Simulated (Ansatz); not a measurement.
Process, species as SMILES: [SiH3]O[Si](Cl)Cl -> [SiH2]O[SiH](Cl)Cl
Geometries: B3LYP-D3(BJ)/def2-TZVP minima from Ansatz (a first-principles code), one conformer each, not searched for the lowest.

Wanted: isomerisation energy (electronic energy difference), in kcal/mol. Valence correlation only, unless marked. UHF or UKS for open shells. Spin-orbit coupling is left out. No relativistic terms. CBS marks a two-point X^-3 extrapolation of the correlation energy; Hartree-Fock from the larger set. [CCSD(T)-MP2]/basis is that difference in the basis named.

```csv
level,program,isomerisation energy (kcal/mol)
SVWN5/def2-TZVPD,Ansatz,-0.2
PBE-D3(BJ)/def2-TZVPD,Ansatz + dftd3,0.3
revPBE-D3(BJ)/def2-TZVPD,Ansatz + dftd3,0.3
PBE0-D4/def2-TZVP,Ansatz + dftd4,-0.7
MP2/STO-3G,Ansatz,9.5
SCS-MP2/cc-pwCVTZ,Ansatz,-1.3
CCSD(T)/cc-pV(Q+d)Z,Ansatz,-1.3
"RI-MP2/CBS(cc-pV(T+d)Z,cc-pV(Q+d)Z)+[CCSD(T)-MP2]/cc-pV(D+d)Z",Ansatz,-1.2
"RI-MP2/CBS(cc-pV(T+d)Z,cc-pV(Q+d)Z)+[CCSD(T)-MP2]/cc-pV(Q+d)Z",Ansatz,-1.3
"CCSD(T)/CBS(cc-pV(T+d)Z,cc-pV(Q+d)Z)",Ansatz,-1.4
```
